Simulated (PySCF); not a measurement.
**Vertical excitation energies**

(HCd-mu-OH)2 (singlet state).
Z-matrix (Å and degrees, PBE0-D3(BJ)/def2-SVP geometry), rows numbered from 1:
```
Cd
H   1  1.6673
O   1  2.1474  2  142.45
Cd  3  2.1463  1  105.25  2   178.80
H   4  1.6673  3  142.85  1   178.33
O   1  2.1464  2  142.79  3   177.73
H   3  0.9595  1  127.39  2    -1.19
H   6  0.9595  1  127.31  2     2.38
```

Theory: TDDFT CAM-B3LYP/def2-SVPD, vertical, gas phase, core orbitals frozen in the response, def2 core potentials past Kr in PySCF 2.14.0, density-fitted response routines. Spin–orbit coupling is left out.

List the vertical singlet excitations with oscillator strengths and describe the spectrum.

```tsv
state	λ (nm)	E (eV)	f	|μ| (D)	main configurations (H = HOMO, L = LUMO)
S1	193.4	6.41	0.0000	0.01	H-2→L (89%), H-4→L+2 (8%)
S2	187.8	6.60	0.0000	0.01	H-3→L (70%), H→L+2 (23%)
S3	184.2	6.73	0.538	4.59	H→L (85%)
S4	184.0	6.74	0.053	1.45	H-4→L (46%), H-2→L+2 (25%), H→L+3 (11%)
S5	181.8	6.82	0.0001	0.07	H→L+1 (78%), H-1→L+3 (15%)
S6	176.7	7.02	0.378	3.77	H→L+3 (65%), H-1→L+1 (16%)
S7	172.8	7.18	0.0000	0.02	H→L+2 (62%), H-3→L (27%)
S8	166.5	7.45	0.020	0.84	H-3→L+1 (49%), H-2→L+1 (32%)
S9	166.1	7.46	0.027	0.97	H-3→L+1 (40%), H-2→L+1 (38%)
S10	164.4	7.54	0.0000	0.01	H-1→L (92%)
```

Triplets (Tamm–Dancoff): T1 5.52 eV, H→L (78%), H-1→L+5 (14%); T2 5.93 eV, H-1→L (58%), H→L+5 (31%); T3 6.06 eV, H-2→L (84%), H-4→L+2 (10%); T4 6.23 eV, H→L+1 (61%), H-1→L+3 (30%).

The lowest singlet comes at 193 nm (618 kJ/mol) in the vacuum ultraviolet; it is dark (f under 0.0005); its leading configuration is HOMO-2→LUMO (89%). The most intense listed level is S3 at 6.73 eV (184 nm, f = 0.538), 0.32 eV above S1. S3/S4 lie within about 0.01 eV of each other. For S1 the Löwdin share of cadmium is at most 8% in HOMO-2 and 58% in LUMO; for S3 the Löwdin share of cadmium is 41% in HOMO and 58% in LUMO. Of the 10 states listed, 5 reach f = 0.01 and 5 stay under 0.0005. Weighted by f, the mean energy of these states is 6.87 eV. All these states lie below the vertical ionisation energy of 9.98 eV (ΔSCF). The window holds the lowest 10 singlets.
